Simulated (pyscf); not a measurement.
**`[NH2][Si]([SiH3])([SiH3])[SiH2][F]`, singlet**

Gas-phase minimum from PySCF at ωB97X-D3(BJ)/def2-SVP, one conformer. 

SMILES: F[SiH2][Si]([SiH3])(N)[SiH3]
```xyz
16

N     -2.2861     0.3052    -1.5344
Si    -0.6719     0.5955    -0.9240
Si     0.8797    -0.1251    -2.5053
Si    -0.0972    -0.3245     1.1524
Si    -0.4187     2.8900    -0.5962
F      0.5352     3.0533     0.7294
H     -2.5097    -0.6183    -1.8935
H     -3.0750     0.6737    -1.0108
H      2.2548     0.1012    -1.9691
H      0.7263     0.6286    -3.7848
H      0.7086    -1.5829    -2.7867
H      1.3387    -0.0408     1.4442
H     -0.2990    -1.8069     1.1517
H     -0.9388     0.2568     2.2415
H      0.2470     3.6092    -1.7188
H     -1.7253     3.5505    -0.3060
```

Bond lengths (Å): N1–Si2 1.750, N1–H7 1.016, N1–H8 1.016, Si2–Si3 2.330, Si2–Si4 2.343, Si2–Si5 2.332, Si3–H9 1.493, Si3–H10 1.493, Si3–H11 1.495, Si4–H12 1.492, Si4–H13 1.496, Si4–H14 1.494, Si5–F6 1.641, Si5–H15 1.490 (the first ones only). Bond angles (°): Si2–N1–H7 118.5, Si2–N1–H8 118.4, H7–N1–H8 109.9, N1–Si2–Si3 109.0, N1–Si2–Si4 118.1, N1–Si2–Si5 108.2, Si3–Si2–Si4 108.5, Si3–Si2–Si5 109.1, Si4–Si2–Si5 103.6, Si2–Si3–H9 108.8, Si2–Si3–H10 110.9, Si2–Si3–H11 110.7, H9–Si3–H10 109.0, H9–Si3–H11 108.7 (the first ones only).

Properties at ωB97X-D3(BJ)/def2-SVP:

```
Quantity                                                                                                                                                                                                                                                                                                                                     Result
---------------------------------------------------------------------------------------------------------------------  ----------------------------------------------------------------------------------------------------------------------------------------------------------------------------------------------------------------------------
Harmonic wavenumbers, unscaled                                                                                         29, 69, 78, 86, 107, 132, 146, 151, 208, 236, 353, 433, 442, 458, 476, 521, 543, 568, 578, 738, 835, 846, 850, 876, 889, 928, 946, 950, 953, 957, 968, 1562, 2227, 2237, 2239, 2245, 2246, 2249, 2253, 2260, 3599, 3692 cm⁻¹
Zero-point energy                                                                                                                                                                                                                                                                                                                     61.7 kcal/mol
Rotational symmetry number                                                                                                                                                                                                                                                                                                                        1
Entropy of this conformer at 298 K and 1 atm, rigid rotor and harmonic oscillator, modes under 100 cm⁻¹ raised to 100                                                                                                                                                                                                               454.3 J/(mol K)
Dipole moment                                                                                                                                                                                                                                                                                                                                2.55 D
```

Single-point totals, which compare only within one level:

```json
[
 {"level": "ωB97X-D3(BJ)/def2-TZVP", "total energy (hartree)": "-1318.91261"},
 {"level": "PBE/def2-TZVP", "total energy (hartree)": "-1317.98460"},
 {"level": "r²SCAN/def2-TZVP", "total energy (hartree)": "-1318.58221"},
 {"level": "B3LYP-D3(BJ)/def2-TZVP", "total energy (hartree)": "-1318.88518"},
 {"level": "PBE0-D3(BJ)/def2-TZVP", "total energy (hartree)": "-1318.12575"},
 {"level": "M06-2X/def2-TZVP", "total energy (hartree)": "-1318.60438"},
 {"level": "ωB97M-D3(BJ)/def2-TZVP", "total energy (hartree)": "-1318.95596"}
]
```

The lowest mode is so soft that the shape along it may change with the basis. Soft torsions are taken as harmonic, which can shift the entropy by several J/(mol K).
